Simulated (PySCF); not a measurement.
Computed IR spectrum (relative IR intensity) of a molecule C2H8OSi2. Geometry optimised at ωB97X-D3(BJ)/def2-SVP. Other conformers were not sampled. Computed with ωB97X-D3(BJ)/def2-SVP in PySCF. Frequencies are harmonic and unscaled.

Lines under 2 % of the strongest are left out, and lines within 2 cm⁻¹ are merged.

| ν (cm⁻¹) | relative intensity |
|---|---|
| 616 | 2.5 |
| 694 | 6.7 |
| 739 | 20 |
| 754 | 11 |
| 763 | 8.6 |
| 912 | 100 |
| 968 | 17 |
| 972 | 8.5 |
| 987 | 50 |
| 1004 | 53 |
| 1022 | 5.6 |
| 1034 | 7.7 |
| 1050 | 2.5 |
| 1105 | 71 |
| 1426 | 3.4 |
| 2235 | 22 |
| 2247 | 14 |
| 2252 | 42 |
| 2259 | 36 |
| 2281 | 20 |
| 3150 | 2.1 |

Task: Identify the compound among the candidates.
A) [SiH3][Si@H]1CCO1
B) C1OC[SiH2][SiH2]1
C) C1C[SiH2][SiH2]O1
D) C=C[SiH2]O[SiH3]

Result: D, C=C[SiH2]O[SiH3]
